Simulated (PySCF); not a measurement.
# Simulated absorption spectrum

Compound: TaSMe3, C₃H₉STa (singlet state).
SMILES: `[CH3][Ta]([CH3])([CH3])=[S]`

Method: TDDFT CAM-B3LYP/def2-SVPD, vertical, gas phase, core orbitals frozen in the response, def2 core potentials past Kr (PySCF). Isolated species at its PBE0-D3(BJ)/def2-SVP geometry, gas phase. Spin–orbit coupling is left out.

Computed states:

```json
{"state": "S1", "E (eV)": "3.95", "f": "0.0000"}
{"state": "S2", "E (eV)": "4.16", "f": "0.0016"}
{"state": "S3", "E (eV)": "4.16", "f": "0.0016"}
{"state": "S4", "E (eV)": "4.69", "f": "0.036"}
{"state": "S5", "E (eV)": "4.83", "f": "0.0035"}
{"state": "S6", "E (eV)": "4.83", "f": "0.0036"}
{"state": "S7", "E (eV)": "4.88", "f": "0.0000"}
{"state": "S8", "E (eV)": "5.11", "f": "0.0033"}
{"state": "S9", "E (eV)": "5.11", "f": "0.0031"}
```

Broadening: Gaussians 0.3 eV wide at half height, area fixed by f = 4.319×10⁻⁹ ∫ε dν̃. The width is an assumption, not a result. The curve ends short of the highest state used, and states not computed would add to its high-energy end.

Q: What does the envelope look like, and where are its maxima?

A: 
```csv
λ (nm),ε (L mol⁻¹ cm⁻¹)
274.9,1194
277.7,677
280.4,372
283.1,220
285.9,171
288.6,184
291.3,222
294.0,261
296.8,286
299.5,287
302.2,265
305.0,224
307.7,176
310.4,129
313.2,87
315.9,55
318.6,33
321.3,19
324.1,10
326.8,5
329.5,2
332.3,1
335.0,0
337.7,0
340.4,0
343.2,0
345.9,0
348.6,0
351.4,0
354.1,0
```

Maxima: 298 nm (4.16 eV), ε about 290, made up of S2 (49%) and S3 (51%) (ε in L mol⁻¹ cm⁻¹; maxima over ε = 5, shares over 10%). At its high-energy end, 4.51 eV, the curve is still rising (ε about 1200, from S4).

Q: What would ε be at 4.16 eV, the highest of these maxima, with half the width (0.15 eV)?

A: About 578 L mol⁻¹ cm⁻¹ against 290, a factor of about 1.99; a lone state at its own centre would give exactly 2.

Q: On this curve, what absorbance would a 10⁻⁴ mol/L sample give at 308 nm over a 1 cm path?

A: 308 nm is 4.025 eV, where ε is about 170 L mol⁻¹ cm⁻¹, so A = ε c l ≈ 0.017 (Beer–Lambert, with the gas-phase spectrum and the assumed width).

The vertical ionisation energy (ΔSCF) is 9.21 eV, 4.10 eV above S9.
